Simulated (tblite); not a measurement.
Compound: C₁₃H₉FOSe.
Bonds: O1–C2 (double), C2–Se3, Se3–C4, C4–C5 (aromatic), C5–C6 (aromatic), C6–C7 (aromatic), C7–F8, C7–C9 (aromatic), C9–C10 (aromatic), C2–C11, C11–C12 (aromatic), C12–C13 (aromatic), C13–C14 (aromatic), C14–C15 (aromatic), C15–C16 (aromatic), C4–C10 (aromatic), C11–C16 (aromatic). Hydrogens: H17 on C5; H18 on C6; H19 on C9; H20 on C10; H21 on C12; H22 on C13; H23 on C14; H24 on C15; H25 on C16.

Computed with GFN2-xTB (tblite), gas phase: L-BFGS steps from a force-field or distance-geometry start until the largest atomic force falls under 0.01 eV/Å.

Geometry at step 13:
```
atom  x, y, z in Å
O1      0.1067    0.7327    1.7405
C2      0.6678    0.0423    0.9423
Se3    -0.3912   -1.2196   -0.1589
C4     -2.1785   -0.5375   -0.0668
C5     -2.4261    0.7704   -0.4544
C6     -3.7265    1.2173   -0.5765
C7     -4.7594    0.3342   -0.3192
F8     -6.0346    0.7558   -0.4352
C9     -4.5270   -0.9803    0.0424
C10    -3.2228   -1.4208    0.1668
C11     2.1048    0.0080    0.6429
C12     2.6227   -0.8143   -0.3527
C13     3.9612   -0.7642   -0.6771
C14     4.7999    0.1142   -0.0127
C15     4.2948    0.9289    0.9863
C16     2.9555    0.8804    1.3223
H17    -1.6025    1.4292   -0.6838
H18    -3.9339    2.2246   -0.8970
H19    -5.3681   -1.6353    0.1964
H20    -3.0090   -2.4496    0.4204
H21     1.9541   -1.4835   -0.8778
H22     4.3457   -1.3944   -1.4608
H23     5.8439    0.1575   -0.2815
H24     4.9594    1.6093    1.4897
H25     2.5522    1.5187    2.0924
```

Question: What forces act on the atoms?

Answer: 
```
atom  Fx (eV/Å)  Fy (eV/Å)  Fz (eV/Å)
  O1     -0.060      0.061     -0.065
  C2     -0.069     -0.122     -0.097
 Se3      0.017     -0.036      0.062
  C4      0.043     -0.011     -0.073
  C5      0.024     -0.009     -0.015
  C6      0.018      0.051      0.007
  C7     -0.001      0.008      0.049
  F8      0.016      0.027     -0.044
  C9     -0.015     -0.007      0.006
 C10     -0.010     -0.002     -0.018
 C11     -0.068      0.053     -0.010
 C12     -0.022     -0.006      0.001
 C13     -0.025     -0.041     -0.040
 C14      0.007     -0.044     -0.016
 C15      0.036      0.007      0.007
 C16      0.029      0.026     -0.008
 H17      0.026      0.047      0.047
 H18     -0.063      0.054      0.040
 H19     -0.003     -0.080      0.068
 H20     -0.029      0.019      0.040
 H21      0.079     -0.080     -0.079
 H22      0.050     -0.076     -0.050
 H23      0.031      0.045      0.032
 H24      0.016      0.101      0.128
 H25     -0.026      0.015      0.027
```

The largest, 0.17 eV/Å, acts on C2; the rms over all components is 0.048 eV/Å. The forces sum to zero within rounding, as they must for an isolated molecule in no field.

Question: Give the force on C2 in Eh/bohr and in nN.

Answer: 0.170 eV/Å ÷ 51.422 = 0.00331 Eh/bohr, and 0.170 eV/Å × 1.602 = 0.27 nN.

Question: How far is this geometry from the end of the optimisation?

Answer: 0.135 eV above it, and 0.482 Å rms away after alignment. The bonds farthest from their final lengths, with half the difference of the two atoms' forces along the bond (positive lengthens):

```
   bond  now (Å)  final (Å)  force along bond (eV/Å)
 C2–Se3    1.982      1.959                    -0.09
 Se3–C4    1.915      1.919                    -0.01
C15–H24    1.076      1.080                    +0.05
  O1=C2    1.195      1.199                    +0.06
C12–C13    1.378      1.381                     0.00
C13–H22    1.077      1.079                    +0.03
```

The angle farthest from its final value is C2–Se3–C4, 104.2° against 96.8°.

What follows is the cost of the whole relaxation. The run took 1.3 s of wall time on one thread, Arm Neoverse V2 (aarch64), on a shared host.
